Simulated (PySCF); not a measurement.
## GaCl⁺ at PBE0

Computed with PBE0; PySCF, scalar-relativistic core potentials, basis sets Ga cc-pVDZ-PP with ECP10, Cl cc-pV(D+d)Z.

For GaCl⁺, the state is ²Π (doublet), unpaired electrons π ↑, a second solution, started from another occupation and the bond length is 2.947 Å. The harmonic wavenumber is 122 cm⁻¹. The force constant is 0.204 mdyn/Å and the rotational constant Be is 0.08369 cm⁻¹. The anharmonicity ωexe is 1.56 cm⁻¹, the vibration–rotation constant αe is 0.00107 cm⁻¹ and the energy of the minimum from ground-state Ga⁺ + Cl is -0.346 eV. The bond order (Mayer) is 0.26 and the dipole moment (positive dipole points towards Cl; it is taken about the centre of mass and depends on that origin) is -2.53 D.

Spin–orbit coupling is left out. For an ion De counts to the pair picked by the measured ionisation energies or electron affinities, which need not be the lowest pair at this level.
